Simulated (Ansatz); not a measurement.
System: C3H9Ge, charge -1, multiplicity 1. It need not be the lowest isomer of its formula. Whether it binds its extra electron was not tested at this geometry. 
Geometry from a B3LYP-D3(BJ)/def2-TZVP (Ansatz, a quantum-chemistry and plane-wave program) optimisation:
```xyz
13

C      1.8303    -0.3858    -0.5510
Ge     0.1637     0.0496     0.2142
C     -1.0486     1.5578    -0.4512
C     -1.1146    -1.4966     0.1399
H      2.5824     0.3932    -0.3822
H      1.7467    -0.5937    -1.6250
H      0.2811     0.4143     1.7448
H     -1.3100     1.3808    -1.4990
H     -1.9741     1.6387     0.1310
H     -0.5151     2.5104    -0.3940
H     -0.6793    -2.3627     0.6411
H     -2.0741    -1.2558     0.6059
H     -1.2971    -1.7662    -0.9043
```
Charge -1, spin multiplicity 1.

Total electronic energies in hartree. Cores are frozen in the correlated levels unless marked. Spin-orbit coupling is left out. Frozen are the shells of the preceding noble gas and the d and f shells that filled before the atom's block. Non-relativistic. CBS marks a two-point X^-3 extrapolation of the correlation energy; Hartree-Fock from the larger set.

```
level                                        program  energy (Eh)
------------------------------------  --------------  -----------
SVWN5/def2-TZVPD                              Ansatz  -2192.45416
PBE/def2-TZVPD                                Ansatz  -2196.26231
BLYP-D4/def2-TZVPD                    Ansatz + dftd4  -2196.75306
revPBE-D3(BJ)/def2-TZVPD              Ansatz + dftd3  -2196.58020
r2SCAN-D4/def2-TZVPD                  Ansatz + dftd4  -2196.67044
PBE0/STO-3G                                   Ansatz  -2170.83407
PBE0/def2-SVP                                 Ansatz  -2195.93120
PBE0-D4/def2-TZVPD                    Ansatz + dftd4  -2196.34767
BHLYP-D4/def2-TZVPD                   Ansatz + dftd4  -2196.65981
HSE06-D3(BJ)/def2-TZVPD               Ansatz + dftd3  -2196.33772
HSE06/def2-TZVPD                              Ansatz  -2196.33137
B2GP-PLYP/def2-TZVPD                          Ansatz  -2196.04050
B2PLYP-D3(BJ)/def2-TZVPD              Ansatz + dftd3  -2196.22198
MP2/aug-cc-pVQZ                               Ansatz  -2194.97597
RI-MP2/cc-pVQZ                                Ansatz  -2194.96566
SCS-MP2/STO-3G                                Ansatz  -2169.19962
SCS-MP2/6-31G                                 Ansatz  -2194.09178
SCS-MP2/cc-pVDZ                               Ansatz  -2194.66472
SCS-MP2/aug-cc-pVQZ                           Ansatz  -2194.99127
CCSD/aug-cc-pVQZ                              Ansatz  -2195.01397
CCSD/CBS(aug-cc-pVTZ,aug-cc-pVQZ)             Ansatz   -2195.0333
CCSD(T)/cc-pVDZ                               Ansatz  -2194.73904
CCSD(T)/CBS(aug-cc-pVTZ,aug-cc-pVQZ)          Ansatz   -2195.0691
```

Totals of different functionals don't rank their quality; only differences between species are comparable.
